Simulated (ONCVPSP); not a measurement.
## What one change does to a pseudopotential (vanadium, ONCV)

ONCVPSP 4.0.1 input, shortened (lines: element, Z, core and valence counts, functional; n l f; lmax; l rc ep ncon nbas qcut; lloc lpopt rc5 dvloc0; l nproj debl; icmod fcfact rcfact), PW91, fully relativistic:

```
  V 23.00    5    2  -109134      upf
    1    0    2.00
    2    0    2.00
    2    1    6.00
    3    0    2.00
    3    1    6.00
    3    2    3.00
    4    0    2.00
    2
    0    2.70    0.00    5    9    2.30
    1    2.35    0.19    4    7    3.80
    2    1.30    0.00    3    8    9.60
    4    4    1.30    3.00
    0    3    2.50
    1    2    0.80
    2    2    2.50
    3    4.00    1.20
```

Open shells are filled in proportion to 2j + 1.

All-electron outer shells of the reference configuration (PW91, scalar-relativistic, ld1.x):

```tsv
shell	level (eV)	outermost node (bohr)	outermost maximum (bohr)
3p	-44.08	0.35	0.84
3d	-5.23	–	0.90
4s	-4.75	1.17	2.76
```

Change: core correction Teter function, fcfact 4, rcfact 1.72.

Cutoffs: the cutoffs (Ha) at which the residual kinetic energy of the hardest occupied pseudo-wave falls to 1 and 0.1 mHa per electron; they do not see the model core or the augmentation charge, which bear on the density cutoff. Errors are all-electron minus pseudo energies relative to the spin-unpolarised reference configuration.

**Question.** How do hardness, ghosts and transferability respond?

**Answer.** The potential gets neither clearly harder nor softer (40 Ha and 47 Ha → 40 Ha and 47 Ha); both files keep a bound ghost (p); of the 4 tests that both files solve, the error grows in 4 and shrinks in 0 by more than 15 % and 0.3 meV (median size 6.5 → 314.7 meV). A model core, the more so a compact one, raises the density cutoff, which this test does not measure.

```csv
quantity,base,changed
"cutoff, loose",40 Ha,40 Ha
"cutoff, tight",47 Ha,47 Ha
bound ghosts,"p3/2, p1/2","p3/2, p1/2"
GHOST(+) flags under 300 eV,s at 165.5 eV,s at 165.5 eV
"error for 3d3 4s1, meV [ΔE 7.79 eV]",+0.7,-71
"error for 3d3 4s0, meV [ΔE 22.11 eV]",+56,-512
"error for 3d2 4s0, meV [ΔE 51.11 eV]",0.0,-939
"error for 3d3 4s0 4p1, meV [ΔE 11.90 eV]",+12,-118
s: phases at 2.74 bohr within 0.05 rad from the reference energy up to (Ha; the scan ends near 5),to the end of the scan,to the end of the scan
p3/2: phases at 2.38 bohr within 0.05 rad from the reference energy up to (Ha; the scan ends near 5),3.3,3.3
p1/2: phases at 2.38 bohr within 0.05 rad from the reference energy up to (Ha; the scan ends near 5),3.2,3.2
d5/2: phases at 1.32 bohr within 0.05 rad from the reference energy up to (Ha; the scan ends near 5),to the end of the scan,to the end of the scan
d3/2: phases at 1.32 bohr within 0.05 rad from the reference energy up to (Ha; the scan ends near 5),to the end of the scan,to the end of the scan
"rms error of d²Exc/dni dnj with the model core, mHa",14.20,11.62
```

Base: These tests converged, but a pseudo level misses the all-electron one widely, so the file describes the atom poorly there or has found another state: 3d3 4s0 4p1: empty 4s by 6.2 eV. Changed file: These tests converged, but a pseudo level misses the all-electron one widely, so the file describes the atom poorly there or has found another state: 3d3 4s0 4p1: empty 4s by 6.2 eV. A true bound ghost makes a file unfit for plane-wave use even where its test errors are small: the radial tests pick states by their node count and pass the ghost by.
